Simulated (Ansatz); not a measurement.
Relaxation of CH₅ClSi₂Zn (10 atoms, charge 0, multiplicity 1), to a largest force component of 0.015 eV/Å in at most 40 steps.

All numbers below come from RKS LDA/def2-SVP in Ansatz 0.2.0.

```xyz
10
Properties=species:S:1:pos:R:3
Cl -0.747 2.341 0.165
C -0.347 1.105 -1.000
Si 0.824 -0.072 -0.204
Si -0.086 -1.157 1.468
Zn -1.163 -1.413 -1.154
H 0.136 1.583 -1.889
H 1.355 -1.042 -1.185
H 2.043 0.694 0.334
H -1.304 -1.894 0.974
H -0.630 -0.198 2.495
```

Where does it end, and by what steps?

It converged. After 24 steps the energy has fallen by 2.538 eV; Zn5 moved furthest, 2.11 Å. Joined: C2–Zn5, Zn5–H9, Zn5–H10.

| step | energy less start (eV) | largest force component (eV/Å) | accepted |
| --- | --- | --- | --- |
| 0 | 0.0000 | 1.704 | yes |
| 1 | -0.6475 | 1.511 | yes |
| 2 | -1.1381 | 1.439 | yes |
| 3 | -1.5150 | 0.847 | yes |
| 4 | -1.7723 | 0.722 | yes |
| 5 | -1.9742 | 0.522 | yes |
| 6 | -2.1363 | 0.336 | yes |
| 7 | -2.2784 | 0.176 | yes |
| 8 | -2.3959 | 0.373 | yes |
| 9 | -2.3913 | 0.602 | no |
| 10 | -2.4416 | 0.297 | yes |
| 11 | -2.4654 | 0.201 | yes |
| 12 | -2.4822 | 0.147 | yes |
| 13 | -2.4937 | 0.121 | yes |
| 14 | -2.4955 | 0.508 | yes |
| 15 | -2.5069 | 0.247 | yes |
| 16 | -2.5151 | 0.147 | yes |
| 17 | -2.5218 | 0.321 | yes |
| 18 | -2.5264 | 0.292 | yes |
| 19 | -2.5141 | 0.417 | no |
| 20 | -2.5352 | 0.067 | yes |
| 21 | -2.5369 | 0.041 | yes |
| 22 | -2.5359 | 0.064 | no |
| 23 | -2.5382 | 0.016 | yes |
| 24 | -2.5383 | 0.013 | yes |

```xyz
10
Properties=species:S:1:pos:R:3
Cl -0.156 2.733 -0.909
C -0.390 0.995 -0.841
Si 1.035 -0.063 -0.074
Si 0.008 -1.840 1.267
Zn -1.444 -0.048 0.432
H -0.644 0.620 -1.859
H 1.934 -0.653 -1.135
H 1.829 0.828 0.843
H -1.227 -1.919 0.228
H -0.861 -0.704 2.050
```

Whether the end is a true minimum wasn't checked by a vibrational analysis.

Time of the run: 47 s on 2 threads of Arm Neoverse V2 (shared host), peak memory 0.18 GiB.
